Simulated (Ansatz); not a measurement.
C$_{2}$HCl$_{3}$, charge -1, doublet, geometry from GFN2-xTB (a state made from the parent by changing its charge; the spin is typed, not shown lowest) (a gas-phase anion, which may not be bound at this level). Base run: Ansatz (a program for electronic structure) with PBE/3-21G.

Here is a job for Ansatz.
Ansatz 0.2 input:
```yaml
crystal:
  periodic: [false, false, false]
  atoms:
    - {symbol: Cl, position_ang: [2.22611663, 0.55357703, 0.15462765]}
    - {symbol: C, position_ang: [0.96945753, -0.61913108, -0.06209815]}
    - {symbol: C, position_ang: [-0.26929125, -0.35778945, 0.36819423]}
    - {symbol: Cl, position_ang: [-1.12701225, 1.49269630, -0.33717137]}
    - {symbol: Cl, position_ang: [-1.42499971, -1.61107533, 0.10439553]}
    - {symbol: H, position_ang: [1.33922314, -1.53684296, -0.50805756]}
basis:
  gaussian:
    orbitals: 3-21G.json
hamiltonian:
  xc: pbe
total_charge: -1
magnetization: {spin_polarized: true, initial_magnetization: 1}
```
The basis file holds 3-21G in the JSON format of the Basis Set Exchange.

The bond that is stretched is that between atoms 4 and 3. A test that says stable can miss a lower solution.

Each row names what was changed in the base input (with any setting that the change needs).

```
change                                                           ΔE vs base (kcal/mol)  <S^2>       stability test says
---------------------------------------------------------------  ---------------------  -----  ------------------------
base                                                                             0.000  0.752                   minimum
spin_polarized = on; lower_state_search = off                                    0.000  0.752  undecided (no full test)
spin_polarized = on; lower_state_search = standard                               0.000  0.752                   minimum
bond × 1.25                                                                     -0.480  0.753                   minimum
spin_polarized = on; lower_state_search = off; bond × 1.25                      -0.480  0.753  undecided (no full test)
spin_polarized = on; lower_state_search = standard; bond × 1.25                 -0.480  0.753                   minimum
bond × 1.5                                                                        5.75  0.754                   minimum
spin_polarized = on; lower_state_search = off; bond × 1.5                         5.75  0.754  undecided (no full test)
spin_polarized = on; lower_state_search = standard; bond × 1.5                    5.75  0.754                   minimum
bond × 1.8                                                                        9.70  0.754                   minimum
spin_polarized = on; lower_state_search = off; bond × 1.8                         9.70  0.754  undecided (no full test)
spin_polarized = on; lower_state_search = standard; bond × 1.8                    9.70  0.754                   minimum
bond × 2.2                                                                       10.56  0.754                   minimum
spin_polarized = on; lower_state_search = off; bond × 2.2                        10.56  0.754  undecided (no full test)
spin_polarized = on; lower_state_search = standard; bond × 2.2                   10.56  0.754                   minimum
bond × 3.0                                                                        7.70  0.754                   minimum
spin_polarized = on; lower_state_search = off; bond × 3.0                         7.70  0.754  undecided (no full test)
spin_polarized = on; lower_state_search = standard; bond × 3.0                    7.70  0.754                   minimum
```

A gas-phase anion may not be bound at this level; its values then depend on the basis.

On stretching, the SCF can end on different states; <S^2> shows the spin contamination of each.
